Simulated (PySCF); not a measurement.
Record of a relaxation.

C3H3BCl2.
Bonds: C1–C2 (triple), C2–C3, C3–B4, B4–Cl5, B4–Cl6. Hydrogens: H7 on C1; H8, H9 on C3.

Method: PySCF 2.14.0, PBE0-D3(BJ)/def2-SVP geometry optimisation, gas phase; density fitting, grid level 1; the optimiser is geomeTRIC in internal coordinates, started from a GFN2-xTB structure with every atom displaced at random (about 0.01 Å). The frame can shift and turn from step to step; on so coarse a grid that alone can change the energy by a few meV, and forces under 0.02 eV/Å are noise.

Step 0: E = -28858.4781 eV, largest atomic force 1.167 eV/Å
```
atom  x, y, z in Å  |  force x, y, z in eV/Å
C1      2.111    0.432   -0.258   -1.037  -0.251   0.369
C2      1.034    0.080    0.169   -0.122  -0.126  -0.095
C3     -0.272   -0.363    0.666    1.131   0.223   0.180
B4     -1.333   -0.021   -0.423   -0.129  -0.186   0.169
Cl5    -1.982    1.566   -0.580   -0.158   0.785   0.040
Cl6    -1.926   -1.224   -1.509   -0.086  -0.562  -0.400
H7      3.034    0.774   -0.617    1.023   0.324  -0.401
H8     -0.421    0.164    1.614   -0.394   0.175   0.194
H9     -0.187   -1.425    0.903   -0.230  -0.381  -0.057
```

Step 1: E = -28858.5483 eV, largest atomic force 0.454 eV/Å
```
atom  x, y, z in Å  |  force x, y, z in eV/Å
C1      1.731    0.568   -0.280    0.425   0.086  -0.135
C2      0.708    0.154    0.212   -0.226   0.020   0.087
C3     -0.566   -0.286    0.758   -0.163  -0.043  -0.078
B4     -1.672    0.050   -0.325    0.076   0.107  -0.010
Cl5    -2.316    1.680   -0.448    0.046  -0.230   0.018
Cl6    -2.222   -1.172   -1.451    0.015   0.107   0.077
H7      2.667    0.917   -0.684   -0.144  -0.039   0.015
H8     -0.775    0.252    1.697   -0.008   0.023   0.033
H9     -0.537   -1.364    0.977   -0.021  -0.030  -0.007
```

Step 2: E = -28858.5524 eV, largest atomic force 0.079 eV/Å
```
atom  x, y, z in Å  |  force x, y, z in eV/Å
C1      1.738    0.564   -0.280   -0.013  -0.067   0.041
C2      0.709    0.158    0.216    0.014   0.071  -0.013
C3     -0.568   -0.283    0.759   -0.011  -0.006   0.003
B4     -1.662    0.058   -0.326   -0.024   0.026   0.001
Cl5    -2.332    1.670   -0.439    0.027  -0.034   0.021
Cl6    -2.209   -1.159   -1.452    0.004  -0.003  -0.022
H7      2.668    0.904   -0.695   -0.008   0.012  -0.023
H8     -0.781    0.250    1.701    0.011   0.000  -0.003
H9     -0.543   -1.364    0.970   -0.001   0.001  -0.004
```

Step 3: E = -28858.5530 eV, largest atomic force 0.084 eV/Å
```
atom  x, y, z in Å  |  force x, y, z in eV/Å
C1      1.736    0.558   -0.281   -0.045  -0.060   0.037
C2      0.707    0.161    0.220    0.017   0.042  -0.022
C3     -0.571   -0.281    0.763    0.021  -0.035   0.023
B4     -1.661    0.059   -0.325   -0.002   0.016  -0.001
Cl5    -2.329    1.669   -0.424   -0.022   0.028  -0.003
Cl6    -2.195   -1.149   -1.467    0.003  -0.003  -0.011
H7      2.662    0.894   -0.708    0.014   0.018  -0.017
H8     -0.785    0.251    1.705    0.006  -0.006  -0.012
H9     -0.545   -1.363    0.971    0.008   0.001   0.005
```

Step 4: E = -28858.5535 eV, largest atomic force 0.051 eV/Å
```
atom  x, y, z in Å  |  force x, y, z in eV/Å
C1      1.735    0.547   -0.283   -0.004  -0.019  -0.002
C2      0.705    0.161    0.224   -0.011   0.004  -0.012
C3     -0.572   -0.280    0.767    0.014  -0.011   0.023
B4     -1.659    0.067   -0.321    0.012  -0.018  -0.010
Cl5    -2.339    1.672   -0.412   -0.019   0.046   0.011
Cl6    -2.177   -1.133   -1.481   -0.002  -0.011  -0.010
H7      2.656    0.880   -0.723    0.010   0.010   0.001
H8     -0.785    0.248    1.712    0.004  -0.002  -0.004
H9     -0.546   -1.363    0.971   -0.004   0.002   0.003
```

Step 5: E = -28858.5537 eV, largest atomic force 0.020 eV/Å
```
atom  x, y, z in Å  |  force x, y, z in eV/Å
C1      1.736    0.537   -0.287    0.010   0.005  -0.017
C2      0.704    0.159    0.223   -0.009  -0.015  -0.004
C3     -0.573   -0.280    0.769    0.005   0.001   0.003
B4     -1.659    0.073   -0.319    0.004  -0.019   0.003
Cl5    -2.345    1.677   -0.396   -0.007   0.018   0.004
Cl6    -2.170   -1.120   -1.489    0.001   0.008   0.002
H7      2.656    0.868   -0.732    0.000   0.001   0.010
H8     -0.782    0.248    1.714    0.002   0.002   0.000
H9     -0.548   -1.362    0.971   -0.007  -0.001   0.000
```

Question: Summarise the path.

Answer: The energy falls by 0.0756 eV from step 0 to step 5; nine tenths of that is first reached at step 1. It falls at every step. The largest force goes from 1.167 to 0.020 eV/Å. Among the bonds C1–H7 changes most, from 1.048 to 1.074 Å; the atoms move by 0.075 Å rms after alignment.

Question: Follow the three bonds and two angles with the largest change from start to end.

Answer: 
```
step  E above end (eV)  largest force (eV/Å)  C1–H7 (Å)  B4–Cl5 (Å)  B4–Cl6 (Å)  C2–C3–H8 (°)  B4–C3–H9 (°)
   0            0.0756                 1.167      1.048       1.721       1.726         105.6         114.7
   1            0.0054                 0.454      1.078       1.756       1.751         109.8         111.2
   2            0.0013                 0.079      1.074       1.749       1.747         110.0         111.0
   3            0.0007                 0.084      1.074       1.746       1.747         110.0         111.0
   4            0.0002                 0.051      1.074       1.745       1.747         110.1         111.1
   5            0.0000                 0.020      1.074       1.746       1.747         110.1         111.2
```

The cost below is that of the whole optimisation. Hardware: an Arm Neoverse V1 with one thread (shared host). Cost: 27 s of wall time, 0.44 GiB resident at most.
